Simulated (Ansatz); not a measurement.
Geometry optimisation, RKS PBE-D4/STO-3G in Ansatz 0.2.0.

Input:

```yaml
crystal:
  periodic: [false, false, false]
  atoms:
    - { symbol: "N", position_ang: [-0.6534, -2.0662, -0.036] }
    - { symbol: C, position_ang: [0.2422, -1.2863, 0.7974] }
    - { symbol: C, position_ang: [1.1293, -0.4136, -0.1437] }
    - { symbol: C, position_ang: [0.5497, 0.9877, 0.0911] }
    - { symbol: Si, position_ang: [-0.6464, 1.5728, -1.3669] }
    - { symbol: Si, position_ang: [-0.3557, 0.3097, 1.6537] }
    - { symbol: H, position_ang: [-1.1917, -1.4661, -0.7276] }
    - { symbol: H, position_ang: [-0.2373, -2.7672, -0.5812] }
    - { symbol: H, position_ang: [0.8066, -1.9237, 1.5155] }
    - { symbol: H, position_ang: [1.2382, -0.7502, -1.1508] }
    - { symbol: H, position_ang: [2.1974, -0.4093, 0.2442] }
    - { symbol: H, position_ang: [1.2143, 1.7765, 0.3466] }
    - { symbol: H, position_ang: [0.15229, 1.93172, -2.6314] }
    - { symbol: H, position_ang: [-1.42728, 2.77551, -0.99782] }
    - { symbol: H, position_ang: [-1.55188, 0.46468, -1.67227] }
    - { symbol: H, position_ang: [-1.8213, 0.5255, 1.7219] }
    - { symbol: H, position_ang: [0.4028, 0.6632, 2.8927] }
basis:
  gaussian: { orbitals: STO-3G }
hamiltonian:
  xc: pbe
  dispersion: d4
relax:
  f_tol: 0.015
  max_steps: 40
output:
  orbitals: {}
```

Launched with:

```bash
$ ansatz run input.yaml --threads 1 --pin off --max-ram 2048MiB --backend cpu --events-out ev --progress --plain --runs-dir out
```

Where does it end, and by what steps?

The forces met the threshold. Limits of this set-up: minimal basis. After 21 steps the energy has fallen by 1.073 eV; H7 moved furthest, 1.25 Å.

```json
{"step": "0", "energy less start (eV)": "0.0000", "largest force component (eV/Å)": "4.640", "accepted": "yes"}
{"step": "1", "energy less start (eV)": "-0.8908", "largest force component (eV/Å)": "1.013", "accepted": "yes"}
{"step": "2", "energy less start (eV)": "-0.9939", "largest force component (eV/Å)": "0.483", "accepted": "yes"}
{"step": "3", "energy less start (eV)": "-0.9878", "largest force component (eV/Å)": "0.560", "accepted": "no"}
{"step": "4", "energy less start (eV)": "-1.0207", "largest force component (eV/Å)": "0.105", "accepted": "yes"}
{"step": "5", "energy less start (eV)": "-1.0231", "largest force component (eV/Å)": "0.044", "accepted": "yes"}
{"step": "6", "energy less start (eV)": "-1.0257", "largest force component (eV/Å)": "0.107", "accepted": "yes"}
{"step": "7", "energy less start (eV)": "-1.0270", "largest force component (eV/Å)": "0.096", "accepted": "yes"}
{"step": "8", "energy less start (eV)": "-1.0279", "largest force component (eV/Å)": "0.083", "accepted": "yes"}
{"step": "9", "energy less start (eV)": "-1.0286", "largest force component (eV/Å)": "0.053", "accepted": "yes"}
{"step": "10", "energy less start (eV)": "-1.0293", "largest force component (eV/Å)": "0.116", "accepted": "yes"}
{"step": "11", "energy less start (eV)": "-1.0301", "largest force component (eV/Å)": "0.116", "accepted": "yes"}
{"step": "12", "energy less start (eV)": "-1.0323", "largest force component (eV/Å)": "0.203", "accepted": "yes"}
{"step": "13", "energy less start (eV)": "-1.0337", "largest force component (eV/Å)": "0.341", "accepted": "yes"}
{"step": "14", "energy less start (eV)": "-1.0378", "largest force component (eV/Å)": "0.246", "accepted": "yes"}
{"step": "15", "energy less start (eV)": "-1.0489", "largest force component (eV/Å)": "0.212", "accepted": "yes"}
{"step": "16", "energy less start (eV)": "-1.0581", "largest force component (eV/Å)": "0.228", "accepted": "yes"}
{"step": "17", "energy less start (eV)": "-1.0630", "largest force component (eV/Å)": "0.206", "accepted": "yes"}
{"step": "18", "energy less start (eV)": "-1.0693", "largest force component (eV/Å)": "0.130", "accepted": "yes"}
{"step": "19", "energy less start (eV)": "-1.0721", "largest force component (eV/Å)": "0.088", "accepted": "yes"}
{"step": "20", "energy less start (eV)": "-1.0729", "largest force component (eV/Å)": "0.042", "accepted": "yes"}
{"step": "21", "energy less start (eV)": "-1.0730", "largest force component (eV/Å)": "0.010", "accepted": "yes"}
```

```xyz
17
Properties=species:S:1:pos:R:3
N -0.295 -2.646 0.718
C 0.378 -1.293 0.835
C 0.780 -0.480 -0.485
C 0.408 0.986 -0.005
Si -0.350 2.121 -1.297
Si -0.627 0.226 1.392
H -1.033 -2.505 -0.048
H 0.420 -3.250 0.193
H 1.281 -1.433 1.467
H 0.125 -0.801 -1.324
H 1.832 -0.609 -0.813
H 1.311 1.460 0.421
H 0.605 2.428 -2.353
H -0.777 3.372 -0.686
H -1.510 1.479 -1.896
H -2.051 0.132 1.090
H -0.450 0.738 2.747
```

The run took 86 s on 1 thread of Arm Neoverse V2, on a shared host, peak memory 0.14 GiB.
